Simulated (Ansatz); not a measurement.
`[CH3][SnH2][GeH3]` + H–F → `[CH3][SnH2][F]` + GeH₄ at 400 K and 1 bar (cleavage of the Sn–Ge bond).

Isolated molecules relaxed with PBE0-D4/def2-TZVP in Ansatz; ΔE leaves out vibrations. CCSD(T)/CBS adds triple-zeta CCSD(T) − MP2 to the extrapolated MP2 energy (def2 sets, frozen cores). This one scheme is used for every species. Elements past krypton have def2 core potentials. For Ge, Sn outer-core shells are correlated without core-valence functions, which leaves a few kJ/mol of doubt a bond. Scalar relativity is left out up to krypton.

```csv
species,CCSD(T)/CBS energy (Eh),H − E (kJ/mol),S (J/(mol·K))
`[CH3][SnH2][GeH3]`,-2332.99556,226.6,411.3
H–F,-100.39570,36.5,182.2
`[CH3][SnH2][F]`,-354.90084,161.9,347.8
GeH₄,-2078.49493,93.6,231.8
```

H − E and S are ideal-gas, rigid-rotor, harmonic terms from PBE0-D4/def2-TZVP. 1 Eh = 2625.50 kJ/mol, R = 8.31446 J/(mol·K).

Problem. By hand: ΔE, ΔH, ΔS and ΔG.

Solution. ΔE = (-354.90084) + (-2078.49493) − (-2332.99556) − (-100.39570) = -0.00451 Eh = -11.8 kJ/mol. Δ(H − E) = 161.9 + 93.6 − 226.6 − 36.5 = -7.6, so ΔH = -19.4 kJ/mol. ΔS = 347.8 + 231.8 − 411.3 − 182.2 = -13.9 J/(mol·K). ΔG = -19.4 − 400 × (-13.9)/1000 = -13.8 kJ/mol.

Problem. By hand: the equilibrium constant, and the temperature at which ΔG would vanish if ΔH and ΔS stayed fixed.

Solution. log₁₀ K = −ΔG/(RT ln 10) = 1.8. ΔG = 0 at ΔH/ΔS = 1396 K, though so small a ΔS makes that figure unsure.

The number of gas molecules stays the same, so ΔS is small and ΔH decides. A doubt of 5 kJ/mol in ΔE shifts log₁₀ K by 0.7 here. These are equilibria of isolated gas molecules and say nothing of rates. Largest T1 diagnostic: 0.013 (customary marks: 0.02 for closed shells, 0.045 for open ones).
